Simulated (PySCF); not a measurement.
# Partial charges of `[H]/N=C\C(=C\C)O[SiH2]OC`

Compound: C5H11NO2Si.
Z-matrix (Å and degrees, GFN2-xTB geometry), rows numbered from 1:
```
C 
C   1  1.4884
C   2  1.3391  1  124.55
C   3  1.4688  2  121.66  1  -178.34
N   4  1.2580  3  127.83  2   175.94
O   3  1.3571  2  121.06  1     2.64
Si  6  1.6088  3  137.16  2  -105.39
O   7  1.6219  6  106.49  3   -89.99
C   8  1.3937  7  128.01  6  -172.16
H   1  1.0903  2  110.02  3   116.71
H   1  1.0865  2  110.50  3    -3.81
H   1  1.0894  2  110.30  3  -124.78
H   2  1.0800  1  116.95  3  -179.49
H   4  1.0869  3  114.89  2    -3.59
H   5  1.0208  4  114.09  3     0.38
H   7  1.4635  6  112.41  3    31.06
H   7  1.4573  6  101.25  3   152.97
H   9  1.0904  8  108.04  7   173.76
H   9  1.0923  8  110.76  7    53.92
H   9  1.0925  8  110.66  7   -66.58
```

Density: PBE0/pcSseg-1 (PySCF); schemes: Mulliken, IAO, Hirshfeld and ESP-fitted. The structure is a single GFN2-xTB conformer in the gas phase; no vibrational or solvent corrections.

Problem. Tabulate the Mulliken, IAO, Hirshfeld and ESP-fitted charges.

Solution. In e:

| atom | environment | Mulliken | IAO | Hirshfeld | ESP-fitted |
| --- | --- | --- | --- | --- | --- |
| C1 | allylic carbon | -0.200 | -0.425 | -0.118 | -0.226 |
| C2 | alkene CH carbon | -0.279 | -0.168 | -0.048 | -0.062 |
| C3 | vinylic carbon bearing oxygen | +0.249 | +0.148 | +0.063 | -0.198 |
| C4 | imine carbon | +0.067 | +0.013 | +0.025 | +0.451 |
| N5 | imine nitrogen | -0.345 | -0.434 | -0.240 | -0.778 |
| O6 | silyl ether oxygen | -0.629 | -0.597 | -0.187 | -0.239 |
| Si7 | oxygen-bound silicon | +0.971 | +1.218 | +0.453 | +0.706 |
| O8 | silyl ether oxygen | -0.650 | -0.644 | -0.211 | -0.347 |
| C9 | methoxy carbon | -0.002 | -0.197 | -0.026 | -0.196 |
| H10 | methyl hydrogen | +0.131 | +0.155 | +0.049 | +0.089 |
| H11 | methyl hydrogen | +0.131 | +0.152 | +0.041 | +0.083 |
| H12 | methyl hydrogen | +0.133 | +0.157 | +0.050 | +0.098 |
| H13 | vinylic hydrogen | +0.102 | +0.154 | +0.050 | +0.108 |
| H14 | hydrogen on a C=N carbon | +0.095 | +0.141 | +0.046 | +0.022 |
| H15 | N–H hydrogen | +0.180 | +0.248 | +0.079 | +0.402 |
| H16 | Si–H hydrogen | -0.143 | -0.178 | -0.084 | -0.115 |
| H17 | Si–H hydrogen | -0.140 | -0.168 | -0.085 | -0.141 |
| H18 | methyl hydrogen | +0.126 | +0.161 | +0.055 | +0.126 |
| H19 | methyl hydrogen | +0.100 | +0.131 | +0.045 | +0.106 |
| H20 | methyl hydrogen | +0.103 | +0.133 | +0.045 | +0.113 |

Mean size of the charges over all atoms: IAO 0.281 e, Mulliken 0.239 e, ESP-fitted 0.230 e, Hirshfeld 0.100 e. Each set sums to the total charge, 0, to within 0.001 e. The ESP scheme fits charges at the nuclei, held to the total charge, to the electrostatic potential on points at 1.4 to 2.0 times the van der Waals radii. The IAO scheme counts the electrons in orthogonalised intrinsic atomic orbitals, a minimal basis polarised so that it spans the occupied orbitals exactly.

Lowest charge. The schemes don't all agree: Mulliken O8 (-0.650); IAO O8 (-0.644); Hirshfeld N5 (-0.240); ESP-fitted N5 (-0.778).

Highest charge. All schemes agree: Mulliken Si7 (+0.971); IAO Si7 (+1.218); Hirshfeld Si7 (+0.453); ESP-fitted Si7 (+0.706).

Problem. How closely do the schemes follow one another over all atoms?

Solution. Correlation coefficient and root-mean-square difference: IAO with Hirshfeld 0.98, 0.250 e; Mulliken with IAO 0.97, 0.100 e; Mulliken with Hirshfeld 0.96, 0.202 e; Hirshfeld with ESP-fitted 0.86, 0.199 e; IAO with ESP-fitted 0.81, 0.226 e; Mulliken with ESP-fitted 0.76, 0.223 e.

Problem. How many electrons does the Mulliken scheme count on O6?

Solution. Z − q = 8 − (-0.629) = 8.629.

Problem. Sum the charges by element, for elements with more than one atom.

Solution. 
```json
{"element": "C", "atoms": "5", "Mulliken": "-0.165", "IAO": "-0.630", "Hirshfeld": "-0.105", "ESP-fitted": "-0.231"}
{"element": "O", "atoms": "2", "Mulliken": "-1.280", "IAO": "-1.240", "Hirshfeld": "-0.398", "ESP-fitted": "-0.586"}
{"element": "H", "atoms": "11", "Mulliken": "+0.819", "IAO": "+1.087", "Hirshfeld": "+0.291", "ESP-fitted": "+0.889"}
```
